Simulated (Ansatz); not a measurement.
System: arsine, AsH3, net charge 0, singlet state. 
Coordinates optimised at B3LYP-D3(BJ)/def2-TZVP (Ansatz, an electronic-structure program):
```
As
H 1 1.5252
H 1 1.5252 2 92.02
H 1 1.5252 2 92.02 3 -92.09
```
Charge 0, spin multiplicity 1.

Basis-set convergence of Hartree-Fock and CCSD correlation energies (hartree) with Ansatz. Valence correlation only, unless marked. Spin-orbit coupling is left out. The frozen core is the preceding noble-gas configuration, with the filled d and f shells of earlier blocks. Non-relativistic.

```
basis    functions        E(HF)  E(corr, CCSD)
-------  ---------  -----------  -------------
cc-pVDZ         42  -2235.89853       -0.15221
cc-pVTZ         85  -2235.97331       -0.18398
cc-pVQZ        158  -2235.97699       -0.19300
cc-pV5Z        269  -2235.97749       -0.19598
```

Extrapolating the two largest sets (X = 4 and 5) as X^-3: E(corr) = (125·(-0.19598) - 64·(-0.19300))/61 = -0.1991 Eh, an estimate of the basis-set limit. The largest set recovers 98.4 % of it, the smallest 76.4 %.
